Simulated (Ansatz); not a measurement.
Input for Ansatz (an electronic-structure program): U-CCSD(T)/def2-SVP on HISn (SMILES [SnH][I]), a point of a bond scan (R = 4.101 Å). Elements past Kr take the def2 small-core potentials; no spin–orbit coupling. The run froze 18 orbitals, filled d shells among them.

Ansatz 0.2 input:
```yaml
crystal:
  periodic: [false, false, false]
  atoms:
    - {symbol: Sn, position_ang: [0.45232825, 0.91499533, 0.96539677]}
    - {symbol: H, position_ang: [1.09163574, 3.81731289, -1.86085510]}
    - {symbol: I, position_ang: [-0.44050378, -0.90427621, -0.90578170]}
basis:
  gaussian:
    orbitals: def2-SVP
correlation: {method: ccsd_t, electrons: outside_noble_gas}
scf: {omitted_lower_state_checks: [cluster_reference]}
magnetization: {spin_polarized: true, initial_magnetization: 0}
```

It printed:

```
WARN ansatz: RAYON_NUM_THREADS=1 ignored (pool sized by the plan → 1); use --threads N
Functional definition: HF
these checks for a lower state are left out or cut short: cluster_reference
integrals: 0.05 GiB planned
731 factors; integrals over basis functions are off by at most 1.4e-4 eV
mean field: 0.24 GiB planned
mean field evaluation 1: about -13887.0141 eV, gradient 1.2e1 eV
mean field evaluation 2: about -13887.0494 eV, gradient 1.3e1 eV
mean field evaluation 4: about -13889.8838 eV, gradient 2.7e0 eV
mean field evaluation 8: about -13890.0294 eV, gradient 2.2e-3 eV
mean field evaluation 16: about -13892.2505 eV, gradient 3.2e0 eV
mean field evaluation 32: about -13892.6734 eV, gradient 1.2e0 eV
mean field evaluation 64: about -13892.8020 eV, gradient 2.7e-6 eV
mean field evaluation 96: about -13892.8058 eV, gradient 1.0e-1 eV
mean field evaluation 128: about -13892.7769 eV, gradient 6.9e-1 eV
mean field evaluation 160: about -13888.5920 eV, gradient 9.9e0 eV
mean field evaluation 192: about -13889.8663 eV, gradient 2.2e0 eV
mean field evaluation 224: about -13892.8020 eV, gradient 2.7e-6 eV
mean field -13892.81166670 eV, -510.5514118652 hartree, gradient 4.8e-9 eV, S^2 1.000313; 15 other end points of the search recorded, 0 dependent functions left out
18 core orbitals not correlated
reference -13892.81166670 eV, -510.5514118652 hartree; 6, 6 occupied and 33, 33 virtual orbitals, 731 factors
second order -3.85739303 eV of doubles, -0.00000000 eV of singles
coupled cluster: 0.12 GiB planned
cycle   1  -4.24359251 eV  change   -3.9e-1 eV  update   7.3e-2
cycle   2  -4.39755086 eV  change   -1.5e-1 eV  update   2.7e-2
cycle   3  -4.43559304 eV  change   -3.8e-2 eV  update   1.5e-2
cycle   4  -4.43377030 eV  change    1.8e-3 eV  update   5.3e-3
cycle   5  -4.43372864 eV  change    4.2e-5 eV  update   2.4e-3
cycle   6  -4.43380015 eV  change   -7.2e-5 eV  update   1.5e-3
cycle   7  -4.43376275 eV  change    3.7e-5 eV  update   1.2e-3
cycle   8  -4.43411576 eV  change   -3.5e-4 eV  update   1.1e-3
cycle   9  -4.43468312 eV  change   -5.7e-4 eV  update   9.3e-4
cycle  10  -4.43505870 eV  change   -3.8e-4 eV  update   5.4e-4
cycle  11  -4.43522377 eV  change   -1.7e-4 eV  update   2.8e-4
cycle  12  -4.43523998 eV  change   -1.6e-5 eV  update   1.2e-4
cycle  13  -4.43520795 eV  change    3.2e-5 eV  update   6.1e-5
cycle  14  -4.43519139 eV  change    1.7e-5 eV  update   3.0e-5
cycle  15  -4.43518663 eV  change    4.8e-6 eV  update   1.6e-5
cycle  16  -4.43518902 eV  change   -2.4e-6 eV  update   8.5e-6
coupled cluster: 0.12 GiB planned
perturbative correction -0.12336417 eV, -0.0045335495 hartree
Total energy: -13897.37021988 eV, -510.7189356047 hartree
Checks for a lower state left out: cluster_reference
```

Self-consistency was reached. Its determinant has ⟨S²⟩ = 1.00, a mixture of spin states.

Cost: around 8 core-seconds (rough).
